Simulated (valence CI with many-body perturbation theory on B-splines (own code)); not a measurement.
E1 transitions of Ho62+

Method: relativistic CI+MBPT: three valence electrons over a frozen Dirac-Fock core [He], radial functions for each j: 11 s, 11 p, 10 d, 8 f, 5 g, 2 h, with the one-electron correlation potential Σ1 (screened to all orders), the two-electron term Σ2, the three-electron term Σ3, Breit, model QED; selected single and double excitations, second order for the rest, scaled by the run's own slope (own B-spline code, finite nucleus).

The last digits are not significant, and no measured levels were compared; by estimate large intervals hold to a few tenths of a per cent, small ones and those within an open d or f shell to about a per cent.

Lines 1 to 50 of 576 in falling wavelength, among levels below 898.67 Ry, chosen from the strongest by gf and those to the six lowest levels. Wavelengths and rates use the calculated energies. Electric multipoles are in the length gauge, E1 and E2 with the static RPA response of the core. Weak lines are less certain than strong ones. Lines between different terms over intervals too small for the method are left out, as are lines whose strength nearly cancels. The highest levels of a list are the least certain.

Levels are named by their leading jj configuration (3d3/2^4 stands for four electrons in 3d with j = 3/2), which in mixed levels can hold well under half, so a name can repeat and another be missing. Letters in brackets count levels of one name in rising energy.

| λ vac (nm) | Upper | Lower | A (s⁻¹) | S (a.u.) |
| --- | --- | --- | --- | --- |
| 55.38 | (2p1/2^2 4f7/2) J=7/2 | (2p1/2^2 4d5/2) J=5/2 | 3.24e+08 | 2.17e-01 |
| 53.51 | (2s 2p1/2 4f7/2) J=5/2 | (2s 2p1/2 4d5/2) J=3/2 | 3.18e+08 | 1.44e-01 |
| 52.33 | (2s 2p1/2 4f7/2) J=7/2 [b] | (2s 2p1/2 4d5/2) J=5/2 [b] | 3.49e+08 | 1.97e-01 |
| 51.13 | (2s 2p1/2 4f7/2) J=7/2 [a] | (2s 2p1/2 4d5/2) J=5/2 [a] | 3.60e+08 | 1.90e-01 |
| 47.94 | (2s 2p1/2 4f7/2) J=9/2 | (2s 2p1/2 4d5/2) J=7/2 | 4.95e+08 | 2.69e-01 |
| 45.52 | (2s^2 4f7/2) J=7/2 | (2s^2 4d5/2) J=5/2 | 5.77e+08 | 2.15e-01 |
| 29.78 | (2s 2p1/2 4f5/2) J=5/2 [b] | (2s 2p1/2 4d3/2) J=3/2 [b] | 1.56e+09 | 1.22e-01 |
| 28.87 | (2p1/2^2 4f5/2) J=5/2 | (2p1/2^2 4d3/2) J=3/2 | 2.13e+09 | 1.52e-01 |
| 27.82 | (2s 2p1/2 4f5/2) J=5/2 [a] | (2s 2p1/2 4d3/2) J=3/2 [a] | 2.32e+09 | 1.48e-01 |
| 27.81 | (2s^2 4f5/2) J=5/2 | (2s^2 4d3/2) J=3/2 | 2.34e+09 | 1.49e-01 |
| 26.65 | (2s 2p1/2 4f5/2) J=7/2 | (2s 2p1/2 4d3/2) J=5/2 | 2.37e+09 | 1.77e-01 |
| 23.88 | (2s 2p1/2 4d5/2) J=7/2 | (2s 2p1/2 4p3/2) J=5/2 | 6.30e+09 | 3.39e-01 |
| 23.57 | (2p1/2^2 4d5/2) J=5/2 | (2p1/2^2 4p3/2) J=3/2 | 6.69e+09 | 2.60e-01 |
| 23.07 | (2s 2p1/2 4d5/2) J=5/2 [a] | (2s 2p1/2 4p3/2) J=3/2 [a] | 6.33e+09 | 2.30e-01 |
| 22.92 | (2s 2p1/2 4d5/2) J=5/2 [b] | (2s 2p1/2 4p3/2) J=3/2 [b] | 6.13e+09 | 2.19e-01 |
| 22.65 | (2s^2 4d5/2) J=5/2 | (2s^2 4p3/2) J=3/2 | 7.07e+09 | 2.43e-01 |
| 22.03 | (2s 2p1/2 4d5/2) J=3/2 | (2s 2p1/2 4p3/2) J=1/2 | 6.11e+09 | 1.29e-01 |
| 10.58 | (2p3/2^2 3d5/2) J=5/2 [a] | (2p3/2^2 3p3/2) J=3/2 [a] | 1.03e+10 | 3.63e-02 |
| 10.06 | (2s 2p3/2 3d5/2) J=9/2 | (2s 2p3/2 3p3/2) J=7/2 | 1.91e+10 | 9.56e-02 |
| 10.03 | (2p1/2 2p3/2 3d5/2) J=9/2 | (2p1/2 2p3/2 3p3/2) J=7/2 | 2.20e+10 | 1.09e-01 |
| 9.999 | (2p1/2 2p3/2 3d5/2) J=7/2 [b] | (2p1/2 2p3/2 3p3/2) J=5/2 [b] | 1.79e+10 | 7.08e-02 |
| 9.971 | (2p1/2 2p3/2 3d5/2) J=7/2 [a] | (2p1/2 2p3/2 3p3/2) J=5/2 [a] | 1.92e+10 | 7.53e-02 |
| 9.961 | (2s 2p1/2 3d5/2) J=7/2 | (2s 2p1/2 3p3/2) J=5/2 | 2.06e+10 | 8.06e-02 |
| 9.943 | (2s 2p3/2 3d5/2) J=5/2 [b] | (2s 2p3/2 3p3/2) J=3/2 [b] | 1.31e+10 | 3.82e-02 |
| 9.919 | (2p3/2^2 3d5/2) J=7/2 | (2p3/2^2 3p3/2) J=5/2 | 1.63e+10 | 6.27e-02 |
| 9.918 | (2s 2p3/2 3d5/2) J=7/2 [a] | (2s 2p3/2 3p3/2) J=5/2 [a] | 1.53e+10 | 5.90e-02 |
| 9.891 | (2s 2p3/2 3d5/2) J=7/2 [b] | (2s 2p3/2 3p3/2) J=5/2 [b] | 1.61e+10 | 6.15e-02 |
| 9.854 | (2p3/2^2 3d5/2) J=9/2 | (2p3/2^2 3p3/2) J=7/2 | 2.12e+10 | 1.00e-01 |
| 9.824 | (2p1/2^2 3d5/2) J=5/2 | (2p1/2^2 3p3/2) J=3/2 | 2.31e+10 | 6.47e-02 |
| 9.749 | (2p3/2^2 3d5/2) J=5/2 [b] | (2p3/2^2 3p3/2) J=3/2 [b] | 2.08e+10 | 5.70e-02 |
| 9.709 | (2s^2 3d5/2) J=5/2 | (2s^2 3p3/2) J=3/2 | 1.77e+10 | 4.81e-02 |
| 9.691 | (2s 2p1/2 3d5/2) J=5/2 [a] | (2s 2p1/2 3p3/2) J=3/2 [a] | 2.08e+10 | 5.61e-02 |
| 9.649 | (2p1/2 2p3/2 3d5/2) J=5/2 [b] | (2p1/2 2p3/2 3p3/2) J=3/2 [b] | 1.38e+10 | 3.66e-02 |
| 9.508 | (2s 2p1/2 4d3/2) J=3/2 [b] | (2s 2p1/2 4p1/2) J=1/2 [b] | 4.50e+10 | 7.64e-02 |
| 9.434 | (2s 2p1/2 4d3/2) J=1/2 | (2s 2p1/2 4p1/2) J=1/2 [b] | 7.06e+10 | 5.85e-02 |
| 9.368 | (2p1/2 2p3/2 3d5/2) J=5/2 [a] | (2p1/2 2p3/2 3p3/2) J=3/2 [a] | 1.77e+10 | 4.32e-02 |
| 9.315 | (2s 2p1/2 3d5/2) J=5/2 [b] | (2s 2p1/2 3p3/2) J=3/2 [b] | 2.08e+10 | 4.97e-02 |
| 9.285 | (2s 2p3/2 3d5/2) J=5/2 [a] | (2s 2p3/2 3p3/2) J=3/2 [a] | 1.19e+10 | 2.83e-02 |
| 9.217 | (2p1/2^2 4d3/2) J=3/2 | (2p1/2^2 4p1/2) J=1/2 | 9.23e+10 | 1.43e-01 |
| 9.208 | (2s 2p1/2 4d3/2) J=5/2 | (2s 2p1/2 4p1/2) J=3/2 | 8.27e+10 | 1.91e-01 |
| 9.177 | (2s^2 4d3/2) J=3/2 | (2s^2 4p1/2) J=1/2 | 8.71e+10 | 1.33e-01 |
| 9.161 | (2s 2p1/2 4d3/2) J=3/2 [a] | (2s 2p1/2 4p1/2) J=1/2 [a] | 9.03e+10 | 1.37e-01 |
| 9.030 | (2p1/2 2p3/2 3d5/2) J=3/2 [a] | (2p1/2 2p3/2 3p3/2) J=1/2 [a] | 1.65e+10 | 2.39e-02 |
| 8.927 | (2s 2p1/2 4p3/2) J=1/2 | (2s 2p1/2 4s) J=1/2 [b] | 9.85e+10 | 6.92e-02 |
| 8.837 | (2s 2p1/2 4d3/2) J=3/2 [b] | (2s 2p1/2 4p1/2) J=3/2 | 4.38e+10 | 5.97e-02 |
| 8.836 | (2s 2p1/2 4p3/2) J=3/2 [b] | (2s 2p1/2 4s) J=1/2 [b] | 6.90e+10 | 9.39e-02 |
| 8.684 | (2p1/2^2 4p3/2) J=3/2 | (2p1/2^2 4s) J=1/2 | 1.33e+11 | 1.72e-01 |
| 8.613 | (2s^2 4p3/2) J=3/2 | (2s^2 4s) J=1/2 | 1.20e+11 | 1.52e-01 |
| 8.555 | (2s 2p1/2 4p3/2) J=3/2 [a] | (2s 2p1/2 4s) J=1/2 [a] | 1.33e+11 | 1.64e-01 |
| 8.550 | (2s 2p1/2 4p3/2) J=5/2 | (2s 2p1/2 4s) J=3/2 | 1.37e+11 | 2.54e-01 |
